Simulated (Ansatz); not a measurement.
MoOBr₃, SMILES [Br][Mo]([Br])([Br])=[O] (connectivity only; charge and spin as stated), neutral, multiplicity 2.

Geometry optimised at B3LYP-D3(BJ)/def2-SVP. The spin state was assumed, not searched. The def2 effective core potentials stand for the cores of Mo; spin–orbit coupling is left out.

Two levels are set side by side: PBE/def2-TZVPD (Ansatz, a program for electronic structure) and CAM-B3LYP/def2-TZVPD (Ansatz). Energy differences of separate SCF runs at the same geometry; the states with an electron removed or added have multiplicity 1 and 3. Differences are taken from unrounded values.

```csv
quantity,CAM-B3LYP
vertical ionisation energy (eV),9.08
vertical electron affinity (eV),3.15
```

Task: What does PBE give, and how far is it from CAM-B3LYP? (An estimate is asked for; the answer gives what the named calculation found.)

Result: 
```csv
quantity,PBE,PBE minus CAM-B3LYP
vertical ionisation energy (eV),8.13,-0.95
vertical electron affinity (eV),2.44,-0.71
```
